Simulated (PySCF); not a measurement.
Excitation energy of Dy by level of theory

Dy [Xe] 4f10 6s2 (high-spin determinant) → Dy [Xe] 4f10 6s1 6p1 (high-spin determinant), as a difference of total energies. All numbers are calculated (PySCF 2.14, scalar relativity by spin-free X2C-1e, in cc-pVDZ-X2C). Correlated levels: valence: [Kr] 4d10 frozen. The calculations carry no spin-orbit coupling.

```tsv
method	excitation energy (cm⁻¹)
UHF	9077.8
MP2 (valence)	16360
SCS-MP2 (valence)	16755
CCSD (valence)	15575
CCSD(T) (valence)	16292
```

A first-order spin-orbit estimate (lowest level to lowest level, LS coupling) adds 0.064 eV.

The basis was made for the ground configuration and has no added diffuse functions, so the excitation energy can come out too high.

The determinant of the lower state and of the upper state mixes LS terms, which raises its energy above the lowest term, most at the Hartree-Fock and MP2 levels.
